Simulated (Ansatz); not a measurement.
Molecule: MnCl, net charge 0, septet state. The spin state was set by rule; other spins were not relaxed. 
Geometry from a B3LYP-D3(BJ)/def2-TZVP (Ansatz, a program for electronic structure) optimisation:
```
Mn
Cl 1 2.2530
```
Charge 0, spin multiplicity 7.

Property: atomisation energy (electronic, to ground-state atoms), in kcal/mol. Valence correlation only, unless marked. Open shells are spin-unrestricted. No spin-orbit coupling. The frozen core is the preceding noble-gas configuration, with the filled d and f shells of earlier blocks. Non-relativistic. The coupled-cluster limit lacks core correlation, which all-electron functionals hold. CBS marks a two-point X^-3 extrapolation of the correlation energy; Hartree-Fock from the larger set.

| level | program | atomisation energy (kcal/mol) |
|---|---|---|
| B2GP-PLYP/def2-TZVPD | Ansatz | (withheld) |
| B2PLYP/def2-TZVPD | Ansatz | 79.7 |
| SCS-MP2/6-31G* | Ansatz | 69.8 |
| SCS-MP2/def2-SVPD | Ansatz | 81.8 |
| CCSD(T)/CBS(def2-TZVPPD,def2-QZVPPD) | Ansatz | 84.2 |

**Question.** What belongs in the gaps?

**Answer.** 
- B2GP-PLYP/def2-TZVPD, atomisation energy (kcal/mol): 80.6
